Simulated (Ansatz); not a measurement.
**A barrier at the coupled-cluster level**

Start structure (SiH5SeF, closed shell), relaxed at PBE0-D4/def2-TZVP:

```xyz
8
angstrom
Si -0.7407 0.3546 -1.1329
F 0.8394 0.6292 -1.0872
H -0.9688 -1.1065 -1.1891
H -1.3618 0.9501 0.0717
H -1.2630 1.0077 -2.3581
H 1.8337 -0.6590 1.0241
Se 0.9046 -1.2364 2.0013
H 0.7566 0.0605 2.6704
```

The step: SiH₃F ([F][SiH3]) + H₂Se → SiH₄Se ([SiH3][SeH]) + HF; bonds formed: Si1–Se7, F2–H6; bonds broken: Si1–F2, H6–Se7. Computed with Ansatz 0.2.0 (basis: def2-TZVPP and def2-QZVPP); correlated methods freeze the cores. Filled d shells of the heavier atoms are correlated. The def2 sets are not built for correlating such inner shells, so the correlated values are less sure here. Extrapolation: Hartree–Fock as exp(−7.88 √X), correlation as X^−2.97. Energies below are by CCSD(T) at an estimated basis limit (MP2 extrapolated from triple and quadruple zeta, plus CCSD(T) − MP2 in triple zeta).

(1) What are the electronic barrier and the energy of the step, from the start structure to the end structure? (To be estimated.)

T1 diagnostic: at most 0.012.

Results:

(1) Computed: Barrier 187.7 kJ/mol; step energy 53.3 kJ/mol (uphill); reverse barrier, their difference, 134.4 kJ/mol. Barrier and step energy count from the start structure, the reverse barrier from the end structure.

The saddle point: One imaginary mode of 621i cm⁻¹.
| pair | start (Å) | saddle (Å) | end (Å) |
| --- | --- | --- | --- |
| Si1–Se7 | 3.88 | 2.62 | 2.30 |
| F2–H6 | 2.67 | 1.12 | 0.94 |
| Si1–F2 | 1.60 | 1.92 | 3.74 |
| H6–Se7 | 1.47 | 1.76 | 2.34 |

Zero-point energy (harmonic, PBE0-D4): ZPE is 110.7 kJ/mol at the start and 109.5 kJ/mol at the saddle, so the barrier goes from 187.7 to 186.5 kJ/mol.

Labels in which every atom is bracketed show which atoms are joined, not bond orders.

For scale, one of the runs: CCSD(T)/def2-TZVPP, 191 basis functions, launched by `ansatz run in.yaml --threads 4 --pin off --events-out ev --progress --plain --max-ram 9574MiB`. Hardware: 4 CPU threads of an AMD EPYC, shared host. Wall time 110 s; peak host memory 2.1 GiB.
